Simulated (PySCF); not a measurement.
**Finite-field polarisability of Pt (platinum, neutral)**

[Xe] 4f14 5d9 6s1, high-spin 3D determinant. Calculation: PySCF 2.14, in def2-TZVPPD with the def2 core potential (60 electrons) (6s5p3d2f1g, 59 functions); a scalar-relativistic core potential. Frozen: 5s2 5p6. Energy changes in a uniform field (μhartree):

| axis | F (au) | HF | MP2 | CCSD | CCSD(T) |
| --- | --- | --- | --- | --- | --- |
| x | 0.002 | -100.706 | -62.435 | -79.015 | -77.813 |
| x | 0.004 | -402.725 | -250.039 | -316.070 | -311.271 |
| z | 0.002 | -100.822 | -64.717 | -81.255 | -80.364 |
| z | 0.004 | -403.204 | -259.156 | -325.039 | -321.483 |

By symmetry the remaining axis equals x.

Derive α along x at CCSD(T) from the two fields.

With ΔE = −αF²/2 − γF⁴/24, α = −(16 ΔE(F) − ΔE(2F))/(6F²) = 38.91 bohr³.

And the mean polarisability at each level?

The components xx, yy, zz at CCSD(T) are 38.91, 38.91, 40.18, the third axis being equal by symmetry to one of the two computed. Means: HF 50.38, MP2 31.59, CCSD 39.88, CCSD(T) 39.33 bohr³. Reference: 48 ± 4 bohr³ (recommended; Schwerdtfeger and Nagle, table of static dipole polarizabilities (2023 update)).

CCSD(T) lies more than 5 % below the reference, which points to too few diffuse and polarisation functions.

Spin-orbit coupling, absent here, splits the open shell strongly.
